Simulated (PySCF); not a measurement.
Si(F)2(OMe)(SH) (CH4F2OSSi), SMILES CO[Si](F)(F)S. Atoms are numbered in the order given.

```xyz
10

C     -2.0653     0.6838     1.0650
O     -1.2121     0.8974    -0.0521
Si     0.0783    -0.0434    -0.4487
F     -0.3720    -1.5148    -0.9624
F      0.7801     0.7153    -1.6931
S      1.4171    -0.3955     1.1689
H     -1.4899     0.4090     1.9768
H     -2.8018    -0.1222     0.8574
H     -2.6188     1.6229     1.2634
H      1.5544     0.9400     1.4085
```

Geometry optimised at PBE-D3(BJ)/def2-SVP. This is a generated structure with no PubChem entry under its InChIKey; it may be hypothetical. Other conformers were not sampled.

Two levels are set side by side: PBE/pcSseg-1 (PySCF) and PBE0/pcSseg-1 (PySCF). GIAO shifts against CFCl3 (¹⁹F), H2O (¹⁷O), H2S (³³S), TMS (²⁹Si), TMS (¹H), TMS (¹³C) at the same level; non-relativistic, no solvent, atoms listed together averaged. Differences are taken from unrounded values.

```json
[
 {"quantity": "δ(¹³C) of C1 (ppm)", "PBE0": "57.5"},
 {"quantity": "δ(¹⁷O) of O2 (ppm)", "PBE0": "59.4"},
 {"quantity": "δ(²⁹Si) of Si3 (ppm)", "PBE0": "-41.4"},
 {"quantity": "δ(³³S) of S6 (ppm)", "PBE0": "-10.8"},
 {"quantity": "δ(¹H) of H7, H8, H9 (ppm)", "PBE0": "4.27"},
 {"quantity": "δ(¹H) of H10 (ppm)", "PBE0": "1.16"}
]
```

Problem. What does PBE give, and how far is it from PBE0? (An estimate is asked for; the answer gives what the named calculation found.)

Solution. 
```csv
quantity,PBE,PBE minus PBE0
δ(¹³C) of C1 (ppm),59.3,1.8
δ(¹⁷O) of O2 (ppm),76.3,16.9
δ(²⁹Si) of Si3 (ppm),-41.6,-0.2
δ(³³S) of S6 (ppm),-1.9,8.9
"δ(¹H) of H7, H8, H9 (ppm)",4.34,0.07
δ(¹H) of H10 (ppm),0.94,-0.22
```

Rough cost on one machine, each run with all the roots and properties that it gave: PBE0 against PBE within a factor of 2.
